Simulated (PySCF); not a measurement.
## Molecular orbitals of TbO

r²SCAN at R = 1.782 Å; Tb x2c-SVPall, O x2c-SVPall; spin-free X2C with a Gaussian nucleus (PySCF 2.14). State: octet, about 8.2 electrons in the 4f shell (Mulliken), real f orbitals that mix terms. Only the outer orbitals are listed, counted within each symmetry.

| spin | orbital | occ. | ε (eV) | on Tb (%) | main shells (%) |
| --- | --- | --- | --- | --- | --- |
| α | 8π | 1 | -6.47 | 30 | 70 O p, 21 Tb d |
| α | 8π | 1 | -6.47 | 30 | 70 O p, 21 Tb d |
| α | 15σ | 1 | -6.13 | 36 | 62 O p, 21 Tb d |
| α | 16σ | 1 | -4.02 | 100 | 84 Tb s, 8 Tb d |
| α | 4δ | 0 | -1.92 | 100 | 100 Tb d |
| α | 4δ | 0 | -1.80 | 100 | 100 Tb d |
| α | 9π | 0 | -1.36 | 98 | 70 Tb p, 28 Tb d |
| β | 7π | 1 | -6.69 | 22 | 78 O p, 15 Tb d |
| β | 7π | 1 | -6.69 | 22 | 78 O p, 15 Tb d |
| β | 14σ | 1 | -6.29 | 31 | 66 O p, 13 Tb d, 13 Tb f |
| β | 3δ | 1 | -4.41 | 100 | 100 Tb f |
| β | 1φ | 0 | -3.11 | 99 | 99 Tb f |
| β | 1φ | 0 | -3.11 | 99 | 99 Tb f |
| β | 15σ | 0 | -2.67 | 94 | 74 Tb f, 14 Tb s |

**Question.** Which are the highest filled and the lowest empty level, where do they sit, and how wide is the gap?

**Answer.** Highest filled α 16σ at -4.02 eV (in %: 84 Tb s, 8 Tb d); lowest empty β 1φ at -3.11 eV (in %: 99 Tb f); the gap at r²SCAN is 0.91 eV.

| Quantity | Value |
| --- | --- |
| bond order (Mayer) | 2.38 |
| ⟨S²⟩ | 15.766 |
| charge on Tb (Mulliken, basis-dependent) | 0.37 |
| charge on Tb (Löwdin, basis-dependent) | 0.12 |
| dipole moment (positive dipole means Tb(−)O(+)) | -4.13 D |

Spin–orbit coupling is left out. With d or f electrons several states lie close, and the lowest PBE0 determinant need not be the measured ground state.
